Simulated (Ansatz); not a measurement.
Geometry optimisation, Ansatz 0.2.0, RHF/def2-SVP.

Input file:

```yaml
crystal:
  periodic: [false, false, false]
  atoms:
    - { symbol: Ga, position_ang: [0.031897, -0.302274, -0.259604] }
    - { symbol: H, position_ang: [-0.254235, -0.045747, 1.263266] }
    - { symbol: "N", position_ang: [1.683194, -0.811023, -0.833832] }
    - { symbol: H, position_ang: [2.487899, -0.872932, -0.243355] }
    - { symbol: H, position_ang: [1.93289, -0.942116, -1.794052] }
    - { symbol: "N", position_ang: [-1.331576, -0.212162, -1.462756] }
    - { symbol: H, position_ang: [-2.242421, 0.131717, -1.23157] }
    - { symbol: H, position_ang: [-1.219968, -0.281029, -2.454394] }
    - { symbol: "N", position_ang: [0.270748, 2.618321, 0.835128] }
    - { symbol: H, position_ang: [1.196417, 2.887715, 1.111478] }
    - { symbol: Si, position_ang: [-0.841075, 3.82894, 0.290906] }
    - { symbol: H, position_ang: [-1.857973, 3.214728, -0.591375] }
    - { symbol: H, position_ang: [-1.569418, 4.53136, 1.378745] }
    - { symbol: H, position_ang: [-0.056048, 4.837216, -0.456586] }
    - { symbol: H, position_ang: [-0.042231, 1.812485, 1.3895] }
basis:
  gaussian: { orbitals: def2-SVP }
hamiltonian:
  xc: hf
relax:
  f_tol: 0.03
  max_steps: 50
```

Launched with:

```bash
$ ansatz run input.yaml --threads 4 --pin off --max-ram 5120MiB --backend cpu --events-out ev --progress --plain --runs-dir out
```

**Question.** Where does it end, and by what steps?

**Answer.** The forces met the threshold. After 16 steps the energy has fallen by 0.517 eV; H14 moved furthest, 1.60 Å. Joined: Ga1–N9.

| step | energy less start (eV) | largest force component (eV/Å) | accepted |
| --- | --- | --- | --- |
| 0 | 0.0000 | 1.180 | yes |
| 1 | -0.0872 | 0.395 | yes |
| 2 | -0.1143 | 0.579 | yes |
| 3 | -0.1377 | 0.333 | yes |
| 4 | -0.1722 | 0.568 | yes |
| 5 | -0.2146 | 0.883 | yes |
| 6 | -0.2817 | 0.838 | yes |
| 7 | -0.3238 | 0.980 | yes |
| 8 | -0.3850 | 0.391 | yes |
| 9 | -0.4155 | 0.337 | yes |
| 10 | -0.4543 | 0.410 | yes |
| 11 | -0.4877 | 0.385 | yes |
| 12 | -0.5016 | 0.247 | yes |
| 13 | -0.4737 | 0.521 | no |
| 14 | -0.5145 | 0.046 | yes |
| 15 | -0.5156 | 0.061 | yes |
| 16 | -0.5167 | 0.019 | yes |

```xyz
15
Properties=species:S:1:pos:R:3
Ga -0.038 0.068 -0.040
H -0.590 -0.731 1.211
N 1.745 -0.130 -0.557
H 2.334 -0.780 -0.069
H 1.979 -0.164 -1.532
N -1.214 0.571 -1.411
H -2.162 0.241 -1.388
H -0.898 0.548 -2.363
N 0.166 2.093 0.829
H 1.148 2.250 0.652
Si -0.888 3.324 0.068
H -2.294 2.921 0.210
H -0.703 4.596 0.818
H -0.449 3.546 -1.317
H 0.053 2.041 1.830
```

The run took 33 s on 4 threads of Arm Neoverse V1, with other jobs on the host, peak memory 0.41 GiB.
